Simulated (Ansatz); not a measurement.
Program: Ansatz. Geometries: PBE0-D4/def2-TZVP. ΔE: electronic, gas phase. CCSD(T)/CBS is the MP2 limit (def2-TZVPP, def2-QZVPP) plus CCSD(T) − MP2 in def2-TZVPP, frozen cores. This one scheme is used for every species. DFT in def2-TZVPP. B3LYP here is the variant with VWN-RPA as its local correlation; programs differ in this. One conformer a species, not always the lowest.

Reaction (formal exchange of groups at the Si–C bond): `FCC([SiH3])Cl` + `[F][Al]([F])[Cl]` → `[F][Al]([SiH3])[Cl]` + `FCC(F)Cl`

CCSD(T)/CBS gives +2.39 eV.

Another level gave +2.17 eV. Which?
A. SCS-MP2/def2-TZVPP
B. r2SCAN-D4/def2-TZVPP
C. B3LYP/def2-TZVPP
D. CCSD/def2-TZVPP

C. B3LYP 2.17, SCS-MP2/def2-TZVPP 2.46, r2SCAN-D4 2.22, CCSD/def2-TZVPP 2.34 eV.

Largest T1 diagnostic among the species: 0.012.

In def2-TZVPP, CCSD(T) changes the Hartree–Fock value by +0.05 eV (the triples alone add −0.01 eV) and MP2 by +0.25 eV. From PBE to PBE0 (25 % exact exchange), in def2-TZVPP and without D4, ΔE moves by +0.10 eV. The D4 term adds +0.08 eV with B3LYP and +0.04 eV with PBE0; it sums over pairs of atoms, weighted by their polarisabilities, and B3LYP, whose exchange is more repulsive, gets the larger term.
